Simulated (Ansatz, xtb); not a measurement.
# Isomers of C4H7FGeS in order of energy

4 gas-phase structures of C4H7FGeS, from a drawn sample of its isomers (lower ones may exist). Each was relaxed with GFN2-xTB:

A. `C=C(F)C(=S)[CH2][GeH3]`, a singlet
B. `[F][Ge@@H]1[CH2]C=CS[CH2]1`, a singlet
C. `C=[CH][GeH2][S]/C=C/F`, a singlet
D. `CSCC#[C][GeH2][F]`, a singlet

**Question.** Estimate their order in r2SCAN-D4/def2-SVP energy at these geometries, lowest first.

**Answer.** Calculated order at r2SCAN-D4/def2-SVP: B (0.0), D (38.7), A (42.3), C (43.0) kcal/mol. Less than 1 kcal/mol parts A and C, so the order within that pair means little.

Energies above the lowest of each column, in kcal/mol; the last columns are at B3LYP/def2-SVP geometries and were run for some of them only (a dash: not run or not comparable):

```tsv
structure	GFN2-xTB	HF/STO-3G	r2SCAN-D4/def2-SVP	B3LYP/def2-SVP	CCSD(T)/def2-SVP + ΔMP2/def2-TZVPP
B	0.0	0.0	0.0	0.0	0.0
D	21.7	32.0	38.7	32.5	33.5
A	35.0	49.3	42.3	39.4	49.0
C	36.2	37.8	43.0	–	–
```

Every level run on B puts it lowest or level with the lowest. Flexible structures stand in one conformer each, not always the lowest. Frequencies (GFN2-xTB) were run for A, B, D alone. The ΔMP2 step shifts differences by up to 8.1 kcal/mol, which makes them less sure. ΔMP2 is the change of the MP2 energy from the smaller to the larger basis.

Over these structures GFN2-xTB departs from r2SCAN-D4/def2-SVP by 4.6 kcal/mol on average once a common shift is removed. A GFN2-xTB relaxation took about 0.15 s and the r2SCAN-D4/def2-SVP energy about 2.6 s on a shared host (Ansatz 0.2.0, xtb 6.7.1).
